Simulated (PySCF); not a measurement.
C$_{2}$H$_{3}$Br$_{2}$ClSi (SMILES C=C[Si](Cl)(Br)Br), singlet, geometry from GFN2-xTB; DF-PBE/pcseg-0 (PySCF).

The PySCF input:
```python
from pyscf import gto, scf, dft

mol = gto.Mole()
mol.atom = '''
    C    -2.866261    0.716823   -0.572663
    C    -1.750206    1.274931   -0.130672
    Si   -0.190821    0.341192    0.336184
    Cl    0.381382    0.688009    2.239944
    Br    1.436144    0.916287   -1.060255
    Br   -0.513560   -1.822851    0.002781
    H    -2.964661   -0.349661   -0.702586
    H    -3.733404    1.304329   -0.827136
    H    -1.705569    2.351706   -0.024280
'''
mol.basis = 'pcseg-0'
mol.charge = 0
mol.spin = 0
mol.verbose = 4
mol.max_memory = 1800
mol.build()

mf = dft.RKS(mol)
mf.xc = 'pbe'
mf = mf.density_fit(auxbasis='def2-universal-jkfit')
mf.kernel()
```

What the program printed (banner, timings and long lists left out):

```
PySCF version 2.14.0

[INPUT] verbose = 4
[INPUT] num. atoms = 9
[INPUT] num. electrons = 116
[INPUT] charge = 0
[INPUT] spin (= nelec alpha-beta = 2S) = 0
[INPUT] symmetry False subgroup None
[INPUT] Mole.unit = angstrom
[INPUT] Symbol           X                Y                Z      unit          X                Y                Z       unit  Magmom
[INPUT]  1 C     -2.866261000000   0.716823000000  -0.572663000000 AA   -5.416448291522   1.354599149789  -1.082176231672 Bohr   0.0
[INPUT]  2 C     -1.750206000000   1.274931000000  -0.130672000000 AA   -3.307410001571   2.409270417718  -0.246934292149 Bohr   0.0
[INPUT]  3 Si    -0.190821000000   0.341192000000   0.336184000000 AA   -0.360599428816   0.644759435893   0.635295687461 Bohr   0.0
[INPUT]  4 Cl     0.381382000000   0.688009000000   2.239944000000 AA    0.720707528839   1.300148581236   4.232880694363 Bohr   0.0
[INPUT]  5 Br     1.436144000000   0.916287000000  -1.060255000000 AA    2.713918835437   1.731531481499  -2.003591572201 Bohr   0.0
[INPUT]  6 Br    -0.513560000000  -1.822851000000   0.002781000000 AA   -0.970487748532  -3.444689155890   0.005255328352 Bohr   0.0
[INPUT]  7 H     -2.964661000000  -0.349661000000  -0.702586000000 AA   -5.602397342179  -0.660763526442  -1.327695118954 Bohr   0.0
[INPUT]  8 H     -3.733404000000   1.304329000000  -0.827136000000 AA   -7.055111072356   2.464824586328  -1.563060507768 Bohr   0.0
[INPUT]  9 H     -1.705569000000   2.351706000000  -0.024280000000 AA   -3.223058296548   4.444080265496  -0.045882550304 Bohr   0.0

nuclear repulsion = 923.08268794127
number of shells = 17
number of NR pGTOs = 203
number of NR cGTOs = 94
basis = pcseg-0
ecp = {}

******** <class 'pyscf.df.df_jk.DFRKS'> ********
method = DFRKS
initial guess = minao
damping factor = 0
level_shift factor = 0
DIIS = <class 'pyscf.scf.diis.CDIIS'>
diis_start_cycle = 1
diis_space = 8
diis_damp = 0
SCF conv_tol = 1e-09
SCF conv_tol_grad = None
SCF max_cycles = 50
direct_scf = False
XC library pyscf.dft.libxc version 7.1.2
    S. Lehtola, C. Steigemann, M. J. T. Oliveira, and M. A. L. Marques,  SoftwareX 7, 1–5 (2018)
XC functionals = pbe
    J. P. Perdew, K. Burke, and M. Ernzerhof,  Phys. Rev. Lett. 77, 3865 (1996)
    J. P. Perdew, K. Burke, and M. Ernzerhof,  Phys. Rev. Lett. 78, 1396 (1997)
    J. P. Perdew, K. Burke, and M. Ernzerhof,  Phys. Rev. Lett. 77, 3865 (1996)
    J. P. Perdew, K. Burke, and M. Ernzerhof,  Phys. Rev. Lett. 78, 1396 (1997)
radial grids:
    Treutler-Ahlrichs [JCP 102, 346 (1995); DOI:10.1063/1.469408] (M4) radial grids

becke partition: Becke, JCP 88, 2547 (1988); DOI:10.1063/1.454033
pruning grids: <function nwchem_prune>
grids dens level: 3
symmetrized grids: False
atomic radii adjust function: <function treutler_atomic_radii_adjust>
small_rho_cutoff = 0
Set gradient conv threshold to 3.16228e-05
Initial guess from minao.
tot grids = 136568
init E= -5964.75098218689
  HOMO = -0.30941527950098  LUMO = -0.119815373564998  gap/eV = 5.15928
cycle= 1 E= -5967.55977452712  delta_E= -2.81  |g|= 0.51  |ddm|= 3.64
  HOMO = -0.252985743020999  LUMO = -0.107591595490223  gap/eV = 3.95638
cycle= 2 E= -5967.43553248107  delta_E= 0.124  |g|= 0.821  |ddm|= 2.54
  HOMO = -0.266422169007534  LUMO = -0.0785025421948227  gap/eV = 5.11355
cycle= 3 E= -5967.64750396937  delta_E= -0.212  |g|= 0.105  |ddm|= 1.59
  HOMO = -0.267685169259233  LUMO = -0.0825318348784034  gap/eV = 5.03828
cycle= 4 E= -5967.6495632702  delta_E= -0.00206  |g|= 0.063  |ddm|= 0.188
  HOMO = -0.268458989884768  LUMO = -0.083972576952023  gap/eV = 5.02013
cycle= 5 E= -5967.65063673927  delta_E= -0.00107  |g|= 0.0123  |ddm|= 0.0662
  HOMO = -0.268605534997232  LUMO = -0.0823459555221753  gap/eV = 5.06838
cycle= 6 E= -5967.65068296359  delta_E= -4.62e-05  |g|= 0.00199  |ddm|= 0.0237
  HOMO = -0.268319094667631  LUMO = -0.0824709504017687  gap/eV = 5.05719
cycle= 7 E= -5967.65068443606  delta_E= -1.47e-06  |g|= 0.000263  |ddm|= 0.00477
  HOMO = -0.268351930605176  LUMO = -0.0824825522234993  gap/eV = 5.05776
cycle= 8 E= -5967.65068445319  delta_E= -1.71e-08  |g|= 6.84e-05  |ddm|= 0.000597
  HOMO = -0.268351233442064  LUMO = -0.0824789167962763  gap/eV = 5.05784
cycle= 9 E= -5967.65068445475  delta_E= -1.57e-09  |g|= 2.25e-05  |ddm|= 0.000213
  HOMO = -0.26835144326358  LUMO = -0.0824784965427865  gap/eV = 5.05786
cycle= 10 E= -5967.65068445496  delta_E= -2.09e-10  |g|= 2.09e-06  |ddm|= 6.01e-05
  HOMO = -0.268351491031091  LUMO = -0.0824787091203458  gap/eV = 5.05786
Extra cycle  E= -5967.65068445495  delta_E= 7.28e-12  |g|= 2.35e-06  |ddm|= 9.65e-06
converged SCF energy = -5967.65068445495
```
